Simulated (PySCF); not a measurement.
**Correlation energy of Nd⁴³⁺ (neodymium, charge +43)**

[Ne] 3s2 3p5, 2P determinant. Calculation: PySCF 2.14, in an even-tempered Gaussian basis (16 s from 8.4 bohr⁻², ratio 2.5; 10 p from 11 bohr⁻², ratio 2.5; 4 d from 48 bohr⁻², ratio 2.7; 4 f from 71 bohr⁻², ratio 2.7); the non-relativistic Hamiltonian (point nucleus). Frozen: 1s2; 15 electrons correlated; the 17 highest virtual orbitals of each spin left out.

```
  level  correlation energy (mhartree)
   CCSD                        -598.98
    (T)                          -1.11
CCSD(T)                        -600.09
```

Diagnostics: T1 = 0.00055, D1 = 0.0026, largest double amplitude 0.022.

A non-relativistic calculation at this Z misses sizeable relativistic shifts. Spin-orbit coupling, absent here, splits the open shell strongly.

Cost of the coupled-cluster step: roughly 30 core-seconds, for 15 correlated electrons.

Iterations:

```
CC2 = 0
CCSD nocc = (np.int64(8), np.int64(7)), nmo = (76, 76)
frozen orbitals [[0, 77, 78, 79, 80, 81, 82, 83, 84, 85, 86, 87, 88, 89, 90, 91, 92, 93], [0, 77, 78, 79, 80, 81, 82, 83, 84, 85, 86, 87, 88, 89, 90, 91, 92, 93]]
max_cycle = 100
direct = 0
conv_tol = 1e-08
conv_tol_normt = 1e-06
diis_space = 8
diis_start_cycle = 0
Init t2, MP2 energy = -0.584683665525294
Init E_corr(UCCSD) = -0.584683665526749
cycle = 1  E_corr(UCCSD) = -0.596365749385678  dE = -0.0116820839  norm(t1,t2) = 0.00765478
cycle = 2  E_corr(UCCSD) = -0.598516095597475  dE = -0.00215034621  norm(t1,t2) = 0.00154267
cycle = 3  E_corr(UCCSD) = -0.598989777842561  dE = -0.000473682245  norm(t1,t2) = 0.00034343
cycle = 4  E_corr(UCCSD) = -0.598981824091734  dE = 7.95375083e-06  norm(t1,t2) = 1.70518e-05
cycle = 5  E_corr(UCCSD) = -0.598981801882383  dE = 2.22093511e-08  norm(t1,t2) = 1.11425e-06
cycle = 6  E_corr(UCCSD) = -0.598981846392488  dE = -4.45101047e-08  norm(t1,t2) = 5.76563e-08
cycle = 7  E_corr(UCCSD) = -0.598981845045567  dE = 1.34692069e-09  norm(t1,t2) = 5.8359e-09
UCCSD converged
E(UCCSD) = -7654.617284227435  E_corr = -0.5989818450455673
UCCSD(T) correction = -0.00110812122075303
```

At this charge a non-relativistic calculation is a model, useful for the Z dependence of the correlation energy.
